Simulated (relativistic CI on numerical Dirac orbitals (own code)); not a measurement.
## Sn VIII: q coefficients and field-shift factors

Method of calculation: Dirac-Coulomb-Breit CI, orbitals from a KLI potential per configuration, derivatives by finite differences, unscaled Slater integrals, QED left out (own radial code, finite nucleus).

Configurations in the expansion (outside the closed core [Ar] 3d10): 4s2.4p6.4d7, 4s2.4p6.4d6.5s, 4s2.4p6.4d6.4f, 4s2.4p5.4d8, 4s2.4p6.4d5.5s2, 4s2.4p4.4d9, 4s.4p6.4d8, 4s2.4p6.4d6.5d. Levels of other configurations are missing.

With x = (α/α₀)² − 1 an excitation energy changes as ω = ω₀ + qx; K = 2q/ω₀ is the relative enhancement. Terms are leading LS components, so labels can repeat. The field-shift factor is F = δν/δ⟨r²⟩ for the transition from the lowest level.

Lowest level 4s2.4p6.4d7 4F_9/2.

| Level | ω₀ (cm⁻¹) | q (cm⁻¹) | K | F (GHz/fm²) |
| --- | --- | --- | --- | --- |
| 4s2.4p6.4d7 4F_7/2 | 6725 | 7427 | 2.21 | 0.0928 |
| 4s2.4p6.4d7 4F_5/2 | 10054 | 9007 | 1.79 | 0.119 |
| 4s2.4p6.4d7 4F_3/2 | 11930 | 9161 | 1.54 | 0.121 |
| 4s2.4p6.4d7 4P_3/2 | 19533 | 984.8 | 0.101 | 0.00637 |
| 4s2.4p6.4d7 4P_5/2 | 22107 | 4418 | 0.4 | 0.15 |
| 4s2.4p6.4d7 2G_9/2 | 24898 | 4516 | 0.363 | 0.106 |
| 4s2.4p6.4d7 4P_1/2 | 25410 | 6976 | 0.549 | 0.124 |
| 4s2.4p6.4d7 2G_7/2 | 30889 | 10130 | 0.656 | 0.179 |
| 4s2.4p6.4d7 4P_3/2 | 31599 | 11780 | 0.746 | 0.172 |
| 4s2.4p6.4d7 2D_5/2 | 34059 | 9702 | 0.57 | 0.184 |
| 4s2.4p6.4d7 2H_11/2 | 34688 | 6029 | 0.348 | 0.168 |
| 4s2.4p6.4d7 2P_1/2 | 36158 | 15190 | 0.84 | 0.113 |
| 4s2.4p6.4d7 2H_9/2 | 41473 | 14050 | 0.678 | 0.265 |

At this charge configurations can still be misplaced by up to about 7 % of their energy. Terms inside the open d or f shell come out 10 to 20 % too wide with unscaled integrals.
